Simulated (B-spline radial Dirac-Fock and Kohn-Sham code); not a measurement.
**Isotope-shift constants of the inner levels of Hf⁴⁺**

System: Hf⁴⁺, configuration [Xe] 4f14.

The computed values come from a radial B-spline solver: first-order field-shift and mass-shift constants from Dirac-Fock ground and hole states with a Fermi nucleus; the mass shift has no relativistic recoil terms. A binding energy shifts by δE = F·δ⟨r²⟩ + (K_N + K_S)·δ(1/M); F is taken for a change of radius at fixed skin thickness and so holds the higher radial moments.

```
     level  F (meV/fm²)
    K (1s)       -681.5
   L1 (2s)       -94.99
L2 (2p1/2)      -0.6978
L3 (2p3/2)        4.017
   M1 (3s)       -21.19
M2 (3p1/2)      -0.1457
M3 (3p3/2)        1.067
M4 (3d3/2)       0.9869
M5 (3d5/2)       0.9399
```

The mass shift is not given and not included below: at this Z its relativistic corrections are large. It matters little for K lines but can be comparable with the field shift of L lines.

Field shifts alone in meV from A = 180 (mass 179.9466 u, rms radius 5.347 fm); radii from Angeli and Marinova (2013).

```
  A  mass (u)  radius (fm)     Kα1     Kα2     Kβ1   Lα1
170  169.9396       5.2898  +417.1  +414.2  +415.3  -1.9
171  170.9405       5.3041  +313.3  +311.1  +311.9  -1.4
172  171.9394       5.3065  +295.8  +293.8  +294.5  -1.3
173  172.9405        5.314  +241.2  +239.5  +240.1  -1.1
175  174.9415       5.3191  +204.0  +202.6  +203.1  -0.9
176  175.9414       5.3286  +134.7  +133.7  +134.1  -0.6
177  176.9432       5.3309  +117.9  +117.0  +117.3  -0.5
178  177.9437       5.3371       ?       ?       ?     ?
179  178.9458       5.3408   +45.4   +45.1   +45.2  -0.2
182  181.9506       5.3516   -33.7   -33.5   -33.6  +0.2
```

Question: What are the shifts for A = 178?

Answer: Kα1 +72.5 meV; Kα2 +72.0 meV; Kβ1 +72.2 meV; Lα1 -0.3 meV.
